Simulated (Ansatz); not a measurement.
C2H6FNSi can be A, `FC/C=N\[SiH3]`, or B, `C=C(F)N[SiH3]`.

Program: Ansatz. Geometries: PBE0-D4/def2-TZVP. ΔE: electronic, gas phase. CCSD(T)/CBS is the MP2 limit (def2-TZVPP, def2-QZVPP) plus CCSD(T) − MP2 in def2-TZVPP, frozen cores. DFT in def2-TZVPP. B3LYP here is the variant with VWN-RPA as its local correlation; programs differ in this. Each species was taken in one conformer, which may not be the lowest.

(1) Which isomer does CCSD(T)/CBS put lower? Give the gap. (Best estimate.)

(2) Give E(B) − E(A) in kJ/mol with B3LYP-D4, r2SCAN-D4, PBE-D4, CCSD/def2-TZVPP, MP2/def2-TZVPP, ωB97M-V, B2PLYP. (Estimate.)

Largest T1 diagnostic: 0.013.

Results:

(1) The calculation gave: B, by 44.9 kJ/mol.

(2) Computed: B3LYP-D4 -46.3, r2SCAN-D4 -53.3, PBE-D4 -49.3, CCSD/def2-TZVPP -43.4, MP2/def2-TZVPP -48.1, ωB97M-V -48.9, B2PLYP -45.9. None reverses the order clearly.
